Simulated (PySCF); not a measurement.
Computed shifts of a molecule CH₇ClOSi₂, PBE/pcSseg-1 (PySCF), GIAO, gas phase, atoms alike by connectivity averaged where their shifts nearly agree, in ppm (number of nuclei): ¹³C: -9.1 (1). ²⁹Si: 15.5 (1), -71.1 (1). ¹H: 6.49 (1), 4.21 (1), 4.07 (1), 2.20 (1), 0.64 (3). References: ¹³C against TMS (σ = 182.0 ppm); ²⁹Si against TMS (σ = 335.4 ppm); ¹⁷O against H2O (σ = 334.3 ppm); ³⁵Cl against HCl (σ = 936.5 ppm); ¹H against TMS (σ = 31.49 ppm), references at their B3LYP-D3(BJ)/def2-TZVP geometries, non-relativistic (without spin–orbit terms, shifts of atoms bonded to Cl or Br come out too high). Geometry: ωB97X-D3(BJ)/def2-SVP. The values are those of a single conformer.

### Question
Pick the molecule that these values belong to.
(A) C[SiH2][Si@@H](O)Cl
(B) C[Si@H](Cl)[SiH2]O
(C) [SiH3]OC[SiH2]Cl
(D) C[SiH2]O[SiH2]Cl

### Answer
A, C[SiH2][Si@@H](O)Cl
